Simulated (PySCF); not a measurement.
Electron correlation in Sb²³⁺ (antimony, charge +23)

Starting occupation: [Ar] 3d10. All numbers are calculated (PySCF 2.14, X2C-1e with screened-nucleus spin-orbit coupling, Gaussian nucleus, in an uncontracted even-tempered set (19 s from 0.98 bohr⁻², ratio 2.6; 15 p from 1.3 bohr⁻², ratio 2.6; 10 d from 1.3 bohr⁻², ratio 2.6; 6 f from 1.3 bohr⁻², ratio 2.8)). Frozen: [Ar]; 10 electrons correlated; the 100 highest virtual spinors left out.

MP2 pair energies summed by pair of shells (mhartree):

| pair | energy | share (%) |
| --- | --- | --- |
| 3d3/2-3d5/2 | -186.99 | 49.8 |
| 3d5/2-3d5/2 | -131.91 | 35.1 |
| 3d3/2-3d3/2 | -56.81 | 15.1 |

Total MP2 correlation energy: -375.71 mhartree.

The virtual space was cut to 70 spinors, which keep -370.08 of the -375.71 mhartree of MP2 correlation.

```tsv
level	correlation energy (mhartree)
CCSD	-364.04
(T)	-0.45
CCSD(T)	-364.49
```

Diagnostics: T1 = 0.00012, largest double amplitude 0.007.

**Question.** Is a single reference adequate?

**Answer.** Yes: T1 lies below 0.03 and no double amplitude reaches 0.07.

At this charge the one-electron X2C treatment keeps the bare 1/r₁₂, with no two-electron picture change or Breit term. The effect here is smaller than on the frozen 1s shell.
